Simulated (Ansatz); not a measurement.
n-GeSiSiH8 (Si₂GeH₈). Charge 0, multiplicity 1. Geometry relaxed at r2SCAN-D4/def2-SVP.

Cartesian coordinates in Å:
```
Ge -1.719 -0.476 0.836
Si 0.049 -0.652 -0.750
Si 1.697 0.956 -0.301
H -2.412 0.891 0.709
H -1.167 -0.602 2.267
H -2.771 -1.577 0.625
H 0.647 -2.022 -0.672
H -0.490 -0.456 -2.133
H 2.824 0.865 -1.281
H 2.239 0.748 1.078
H 1.102 2.326 -0.378
```

Question: Estimate the harmonic wavenumbers at RKS r2SCAN-D4/def2-SVP (Ansatz, unscaled). Is this a minimum?

Answer: 85, 92, 110, 308, 333, 403, 412, 443, 540, 569, 694, 696, 801, 862, 889, 890, 910, 935, 937, 2137, 2146, 2148, 2196, 2204, 2206, 2217, 2218 cm⁻¹. Yes, no mode is imaginary beyond noise. Zero-point energy 169.8 kJ/mol. Run time 72 s (4 threads of Arm Neoverse V2 on a shared host).
